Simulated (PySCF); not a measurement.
Compound: C4H12Si3.
SMILES: `CC#C[SiH2][Si@@H](C)[SiH3]`

Computed, not measured: TDDFT CAM-B3LYP/def2-SVPD, vertical, gas phase, core orbitals frozen in the response in PySCF. Geometry: GFN2-xTB, one conformer, isolated molecule. Torsions of this conformer, `[CH3:1][C:2]#[C:3][SiH2:4][Si@@H:5]([CH3:6])[SiH3:7]`: C3–Si4–Si5–C6 -63°.

```csv
state,E (eV),λ (nm),ν̃ (cm⁻¹),f,"main configurations (H = HOMO, L = LUMO)"
S1,5.95,208.4,47990,0.014,"H→L (32%), H→L+5 (18%), H→L+2 (9%)"
S2,6.18,200.5,49880,0.0085,"H→L+1 (20%), H-1→L (16%), H-1→L+5 (15%)"
S3,6.21,199.5,50120,0.017,"H-1→L+3 (28%), H-1→L+1 (19%), H→L (12%)"
S4,6.61,187.7,53280,0.100,"H→L (37%), H→L+1 (16%), H→L+5 (14%)"
S5,6.75,183.7,54420,0.066,"H→L+1 (37%), H-2→L (12%), H→L+3 (11%)"
S6,6.94,178.6,56000,0.012,"H-1→L+1 (40%), H-1→L (33%)"
S7,7.11,174.4,57360,0.085,H-2→L (54%)
S8,7.17,173.0,57800,0.0085,"H→L+4 (24%), H-2→L+1 (14%), H-2→L (13%)"
```

Triplets (Tamm–Dancoff): T1 5.05 eV, H→L+3 (14%), H-1→L+5 (14%), H→L+1 (10%); T2 5.42 eV, H→L (34%), H→L+5 (12%), H-1→L+3 (9%); T3 5.46 eV, H-1→L+5 (20%), H→L+3 (13%), H-1→L (12%).

The lowest singlet comes at 208 nm (574 kJ/mol) in the ultraviolet; it is weak; its leading configuration is HOMO→LUMO (32%). The strongest level in the table is S4 at 6.61 eV (188 nm, f = 0.100). Löwdin shares by element: HOMO carbon 50% or more, silicon 27% or more (atoms not listed hold the other 22%); LUMO silicon 60%, hydrogen 9% or more (atoms not listed hold the other 31%). The oscillator strengths of these states sum to 0.311; summed over the whole spectrum of an exact calculation they would give the number of electrons, 78 (Thomas–Reiche–Kuhn). Of the 8 states listed, 6 reach f = 0.01 and none stays under 0.0005. Weighted by f, the mean energy of these states is 6.74 eV. No computed singlet lies in the visible range (380 to 750 nm); the lowest, at 208 nm, stands 2.69 eV above its violet end (3.26 eV). Only the lowest 8 singlets were computed, as vertical energies without vibronic structure.
